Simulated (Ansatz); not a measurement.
## Strength of the C–H bond: CH2BrF → CHBrF + H

Species: CH2BrF (bromofluoromethane) `FCBr`, singlet; CHBrF `F[CH]Br`, doublet; H atom, doublet. 

Shapes, held fixed at every level: PBE0-D4/def2-TZVP. Programs: Ansatz 0.2.0. The zero-point and thermal change to 298 K, harmonic and unscaled (PBE0-D4/def2-TZVP), is -29.5 kJ/mol.

```csv
level,kind,ΔH(298 K) (kJ/mol),less CCSD(T)/def2-TZVPP
HF/def2-TZVPP,Hartree–Fock,+317.3,-95.1
SPW92/def2-TZVPP,LDA,+435.3,+22.9
B3LYP-D4/def2-TZVPP,global hybrid,+405.6,-6.8
wB97M-V/def2-TZVPP,range-separated hybrid,+414.9,+2.5
MP2/def2-SVP,perturbation theory,+394.1,-18.3
MP2/def2-TZVPP,perturbation theory,+411.4,-1.0
CCSD(T)/def2-SVP,coupled cluster or CI,+397.4,-15.0
CCSD(T)/def2-TZVPP,coupled cluster or CI,+412.4,0.0
```

The highest level, CCSD(T)/def2-TZVPP, gives ΔH(298 K) = +412.4 kJ/mol; the levels span +317.3 to +435.3. The column of differences is taken from that level and isn't an error. Hartree–Fock misses the correlation of the pair that is broken and comes out low. No measured value is set beside it here. Open shells run unrestricted unless RO is named. Relativity is left out for Br unless named. Correlated rows may include outer-core shells of Br, which these sets cover unevenly.
